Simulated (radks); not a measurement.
Effect of the nuclear size on the cadmium ion Cd3+, [Kr] 4d9. Calculated with a radial shooting solver on a logarithmic mesh with Libxc functionals: Dirac Kohn-Sham, relativistic LDA (MacDonald-Vosko exchange, VWN5 correlation), spin-unpolarised, spherical densities, finite nucleus; open shells fill j = l - 1/2 first; Fermi nuclear charge, rms radius 4.6087 fm. The rms radius is varied about that value; shifts are against it.

rms radius (fm)  total energy shift (eV)  density at nucleus (e/bohr^3)  1s1/2 shift (meV)  2s1/2 shift (meV)  4s1/2 shift (meV)  5s1/2 (empty) shift (meV)
4.1064                            -0.661                      1.603e+05               -277              -31.2              -1.17                     -0.172
4.3414                            -0.360                       1.59e+05               -151              -17.0             -0.635                     -0.094
4.6087                                 0                      1.577e+05              0.000              0.000              0.000                      0.000
5.0004                             0.561                      1.559e+05                235               26.5              0.990                      0.146
5.1064                             0.719                      1.554e+05                301               34.0               1.27                      0.187

Slopes of the eigenvalues against <r^2> in GHz/fm^2, as finite differences over the two radii next to the reference (eigenvalue slopes, not the field-shift constants of lines): 1s1/2 15100, 2s1/2 1710, 4s1/2 63.8, 5s1/2 (empty) 9.40.
